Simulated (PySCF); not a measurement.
**Dipole response of Mo⁺ (molybdenum, charge +1)**

[Kr] 4d5, high-spin 6S determinant. Calculation: PySCF 2.14, in aug-cc-pVTZ-DK (9s8p6d3f2g, 102 functions); the spin-free X2C one-electron Hamiltonian (Gaussian nucleus). Coupled (time-dependent) response in atomic units; α is the mean over directions.

```
method  mean α (bohr³)  C₆ (like pair)  S(−4)
   UHF           18.10           116.0  175.1
   PBE           22.07           144.6  309.3
```

S(−4) is the Cauchy moment in α(ω) = α(0) + S(−4) ω² + …

α(iu) at UHF:

| u (hartree) | α(iu) (bohr³) |
| --- | --- |
| 0 | 18.10 |
| 0.0500 | 17.68 |
| 0.100 | 16.60 |
| 0.200 | 13.84 |
| 0.300 | 11.48 |
| 0.500 | 8.319 |
| 0.750 | 5.983 |
| 1.00 | 4.528 |
| 1.50 | 2.851 |
| 2.00 | 1.945 |
| 3.00 | 1.055 |
| 5.00 | 0.4444 |

A single London oscillator, α(iu) = α/(1 + u²/ω²), gives C₆ = (3/4) ω α². Matching the computed C₆ needs ω = 4 × 116.0 / (3 × 18.10²) = 0.472 hartree.

For an ion, C₆ is the dispersion term alone; charge-induced terms of lower order in 1/R come first.
